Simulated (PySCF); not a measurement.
Peak assignment

Cartesian coordinates in Å; atom numbers follow the order of the lines, from 1:
```xyz
21

C    -1.2184   -1.0960    1.7468
Si   -0.9211    0.1480    0.3777
C    -0.5046    1.8323    1.0799
C    -2.3867    0.2454   -0.7783
O     0.4018   -0.3507   -0.5281
Si    1.7103   -1.3414   -0.6835
C     3.1916   -0.1703   -0.8423
N     3.0809    1.0982   -0.8353
H    -1.4329   -2.0963    1.3385
H    -0.3423   -1.1794    2.4091
H    -2.0791   -0.7945    2.3652
H    -1.3429    2.2383    1.6680
H    -0.2820    2.5495    0.2739
H     0.3765    1.7792    1.7388
H    -2.6177   -0.7410   -1.2096
H    -2.1855    0.9404   -1.6082
H    -3.2831    0.6019   -0.2460
H     1.8722   -2.2303    0.5101
H     1.5813   -2.1963   -1.9014
H     4.2156   -0.5795   -0.9471
H     2.0867    1.3521   -0.7376
```

One averaged value for each set of equivalent atoms, non-relativistic, isolated molecule, a single conformation. PBE0-D3(BJ)/def2-SVP structure; shielding tensors at PBE0/pcSseg-1 (GIAO); PySCF 2.14.

Referencing at the same level of theory: 13C, 1H vs TMS.

Question: Assign these signals to the numbered atoms. 13C{1H} NMR (computed): δ 193.4 (CH), 1.5 (CH3).

Answer: 
```tsv
δ (ppm)	atoms	environment	reason
193.4	C7	carbon bonded to N, Si, H	–
1.5	C1/C3/C4	carbon bonded to Si, 3 H	–
```

Question: Assign these signals to the numbered atoms. 1H NMR (300 MHz, computed): δ 13.19 (br s, 1H), 9.06 (t, 1H), 4.90 (d, 2H), 0.22 (s, 9H).

Answer: 
| δ (ppm) | atoms | environment | reason |
| --- | --- | --- | --- |
| 13.19 | H21 | hydrogen on a nitrogen bonded to C | – |
| 9.06 | H20 | hydrogen on a carbon bonded to N, Si | – |
| 4.90 | H18/H19 | hydrogen on a silicon bonded to C, O | – |
| 0.22 | H9/H10/H11/H12/H13/H14/H15/H16/H17 | hydrogen on a carbon bonded to Si | – |

OH and NH positions are those of a molecule without intermolecular hydrogen bonds; in solution they move with solvent, concentration and temperature, and exchange usually removes their couplings. Shifts are as computed. Against solution values, carbons near 30 ppm lie about +2 ppm off and those near 130 ppm about +5 ppm. Of 1309 compounds with measured shifts, 239 miss one by over three times the rms of a fit or turn the order of signals round; such compounds aren't used in these exercises. Multiplicities follow the n + 1 count of equivalent neighbours, as no J values were calculated; m marks all less simple cases, F and P coupling included.
